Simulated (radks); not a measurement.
Values are calculated unless marked as measured or tabulated.
Ionisation of neutral titanium, [Ar] 3d2 4s2, to Ti+, [Ar] 3d2 4s1, under several functionals. Scalar-relativistic Kohn-Sham, spin-polarised, spherical densities, finite nucleus; open shells are filled with parallel spins first; a radial shooting solver on a logarithmic mesh with Libxc functionals.

\begin{tabular}{lrrrrrr}
functional & E(Ti) (hartree) & Exc (hartree) & IE (eV) & -e(HOMO) (eV) & <r> HOMO (bohr) & IE error (eV) \\ \hline
r2SCAN & -853.77453 & -42.13572 & 6.426 & 4.243 & 3.711 & -0.402 \\
B86b exchange with PBE correlation & -853.82913 & -42.20291 & 6.708 & 4.194 & 3.599 & -0.120 \\
RPBE & -853.76657 & -42.13901 & 6.683 & 4.127 & 3.643 & -0.145 \\
OLYP & -853.93461 & -42.34624 & 6.630 & 3.918 & 3.690 & -0.198 \\
Wu-Cohen GGA & -853.23086 & -41.59243 & 6.560 & 4.148 & 3.601 & -0.268 \\
exchange-only B88 & -852.91970 & -41.26623 & 5.810 & 3.441 & 3.741 & -1.018 \\
revPBE & -853.71768 & -42.08918 & 6.628 & 4.129 & 3.631 & -0.200 \\
PW91 & -853.85084 & -42.22651 & 6.739 & 4.201 & 3.606 & -0.089 \\
\end{tabular}

NIST Atomic Spectra Database: 6.828 eV (measured). Closest: PW91. The Delta-SCF values span 0.93 eV, the total energies 1.01 hartree. The highest occupied level is 4s. Open shells are spherical and high-spin; term and fine-structure splittings are not resolved.
